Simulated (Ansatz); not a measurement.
One change: `[NH2][Ga]([NH2])[O][SiH3]` becomes `[NH2][In]([NH2])[O][SiH3]`.

Ansatz, PBE0-D4/def2-TZVP geometries, multiplicity 1. Each molecule was computed in one conformer, which needn't be the lowest.

Elements past krypton have def2 core potentials. Scalar relativity is left out up to krypton.

```json
{"property": "HOMO–LUMO gap (B3LYP/def2-TZVPP) / eV", "`[NH2][Ga]([NH2])[O][SiH3]`": "6.33"}
{"property": "HOMO–LUMO gap (ωB97M-V/def2-TZVPP) / eV", "`[NH2][Ga]([NH2])[O][SiH3]`": "10.92"}
{"property": "zero-point energy (PBE0-D4/def2-TZVP) / kJ/mol", "`[NH2][Ga]([NH2])[O][SiH3]`": "210.4"}
{"property": "LUMO energy (PBE/def2-TZVPP) / eV", "`[NH2][Ga]([NH2])[O][SiH3]`": "-1.25"}
{"property": "LUMO energy (B3LYP/def2-TZVPP) / eV", "`[NH2][Ga]([NH2])[O][SiH3]`": "-0.68"}
{"property": "size of the dipole moment (ωB97M-V/def2-TZVPP) / D", "`[NH2][Ga]([NH2])[O][SiH3]`": "2.29"}
```

(1) What does the change do to each property? (Estimate.)

Results:

(1) Computed: 
```tsv
property	`[NH2][In]([NH2])[O][SiH3]`	shift
HOMO–LUMO gap (B3LYP/def2-TZVPP) / eV	5.66	-0.67
HOMO–LUMO gap (ωB97M-V/def2-TZVPP) / eV	10.33	-0.59
zero-point energy (PBE0-D4/def2-TZVP) / kJ/mol	207.9	-2.5
LUMO energy (PBE/def2-TZVPP) / eV	-2.14	-0.89
LUMO energy (B3LYP/def2-TZVPP) / eV	-1.57	-0.89
size of the dipole moment (ωB97M-V/def2-TZVPP) / D	2.82	0.53
```

With PBE0 the HOMO falls by 0.22 eV and the LUMO falls by 0.88 eV, so the gap narrows by about 0.66 eV. PBE moves the HOMO by -0.23 eV and ωB97M-V by -0.20 eV. Dipoles are sizes alone; their direction can turn.

Positive LUMOs are unbound, so they and the gaps depend on the basis.

B3LYP here is the variant with VWN-RPA as its local correlation; programs differ in this.
